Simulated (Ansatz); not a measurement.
Reaction (formal exchange of groups at the Se–Sn bond): `C[O][SnH2][SeH]` + `N=CCl` → `N=C(Cl)[SeH]` + `C[O][SnH3]`

Isolated molecules relaxed with PBE0-D4/def2-TZVP in Ansatz; ΔE leaves out vibrations. CCSD(T)/CBS adds triple-zeta CCSD(T) − MP2 to the extrapolated MP2 energy (def2 sets, frozen cores). This one scheme is used for every species. DFT in def2-TZVPP. def2 core potentials past Kr. For Se, Sn outer-core shells are correlated without core-valence functions, which leaves a few kJ/mol of doubt a bond. Scalar relativity is left out up to krypton. One conformer a species, not always the lowest.

`C[O][SnH2][SeH]`:

Z-matrix (Å, degrees):
```
C
O 1 1.405
H 1 1.100 2 112.4
H 1 1.098 2 112.3 3 122.2
H 1 1.094 2 108.2 3 -118.8
Sn 2 1.963 1 119.7 3 -63.2
Se 6 2.527 2 108.8 1 -55.2
H 6 1.696 2 103.6 1 -172.6
H 6 1.707 2 108.1 1 63.0
H 7 1.469 6 91.5 2 95.7
```

`N=CCl`:

Cartesian coordinates in Å:
```
N -0.247 -0.950 0.145
C -0.015 0.259 -0.061
Cl -1.262 1.323 -0.613
H 0.596 -1.424 0.465
H 0.928 0.792 0.064
```

`N=C(Cl)[SeH]`:

```xyz
6

N    -1.145    0.466    0.887
C    -0.098    0.295    0.231
Cl    1.154    1.494    0.299
Se    0.290   -1.215   -0.887
H    -1.814   -0.293    0.779
H     1.612   -0.748   -1.309
```

`C[O][SnH3]`:

Cartesian coordinates in Å:
```
C -0.792 -0.148 1.214
O 0.310 0.544 0.691
Sn 0.849 0.212 -1.172
H -0.935 0.167 2.252
H -0.647 -1.238 1.214
H -1.724 0.067 0.671
H 1.226 -1.450 -1.307
H 2.192 1.227 -1.394
H -0.479 0.619 -2.169
```

CCSD(T)/CBS gives +31.0 kcal/mol.

Q: Another level gave +29.0 kcal/mol. Which?
A. revPBE-D4/def2-TZVPP
B. BLYP-D4/def2-TZVPP
C. BHLYP/def2-TZVPP
D. ωB97X-V/def2-TZVPP

A: D. ωB97X-V 29.0, BLYP-D4 27.2, BHLYP 31.0, revPBE-D4 26.1 kcal/mol.

Largest T1 diagnostic among the species: 0.013.

Leaving LDA and LC-ωPBE aside and taking each functional with its dispersion term where it has one, the values, not all of them listed here, spread over 5.1 kcal/mol, from revPBE-D4 to BHLYP-D4. LDA lies −2.0 kcal/mol from PBE without D4. From r2SCAN to r2SCAN0 (25 % exact exchange), in def2-TZVPP and without D4, ΔE moves by +1.5 kcal/mol.
